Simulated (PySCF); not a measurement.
# Manganese: highly charged ions in a basis for the neutral atom

Mn⁷⁺ [Ar], Mn⁸⁺ [Ne] 3s2 3p5. Calculation: PySCF 2.14, in cc-pVTZ; no relativity, point nucleus. No spin-orbit coupling, so a gap to NIST mixes the basis error with missing relativistic terms.

Changed run: basis of the neutral atom used for a highly charged ion. This setting is unsound on purpose.

| species | method | sound run (hartree) | changed run (hartree) | converged |
| --- | --- | --- | --- | --- |
| Mn⁷⁺ | UHF | not run | -1135.54825 | yes |
| Mn⁷⁺ | LDA | not run | -1133.88361 | yes |
| Mn⁷⁺ | TPSS | not run | -1136.38591 | yes |
| Mn⁸⁺ | UHF | not run | -1128.39892 | yes |
| Mn⁸⁺ | LDA | not run | -1126.67918 | yes |
| Mn⁸⁺ | TPSS | not run | -1129.18797 | yes |

Ionisation energy of Mn⁷⁺:

| method | changed run (eV) | NIST (eV) |
| --- | --- | --- |
| UHF | 194.54 | 195.5 ± 0.3 |
| LDA | 196.04 | 195.5 ± 0.3 |
| TPSS | 195.87 | 195.5 ± 0.3 |

The contracted functions were made for the neutral atom and can be too rigid for a highly charged ion.
